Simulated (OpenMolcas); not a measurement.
Computed levels of 4s2 4p in ions with 31 electrons, in cm-1 above 2P* 1/2.

```
Program             : OpenMolcas 26.06
Method              : CASSCF
Basis               : ANO-RCC-VTZP
Scalar Hamiltonian  : DKH2, point nucleus
Spin-orbit coupling : state interaction with AMFI integrals over the reference wave functions, term energies averaged over their components
```

Active space for each ion: 3 electrons in 4 orbitals (4s 4p).

```
  Level  As2+  Se3+  Kr5+
2P* 3/2  2609  3902  7350
```

Estimate 2P* 3/2 for Br4+ from its neighbours Se3+ and Kr5+.

2P* 3/2 is fine structure, which grows about as the fourth power of a screened charge, so the fourth roots are averaged: ((3902^0.25 + 7350^0.25) / 2)^4 = 5423. The calculation gives 5516, so the estimate is off by -1.7 %; the measured value is 6090 (Moore, Atomic Energy Levels, vol. II, NSRDS-NBS 35 (1971 reprint of NBS Circular 467, 1952)).

Computed and measured levels are paired by configuration, term and J; levels that our copy of the source lacks, or whose pairing is in doubt (as where it misses far off the trend of its configuration), stay unpaired and out of the deviations. Levels of configurations outside the active space are missing.

* marks odd parity.
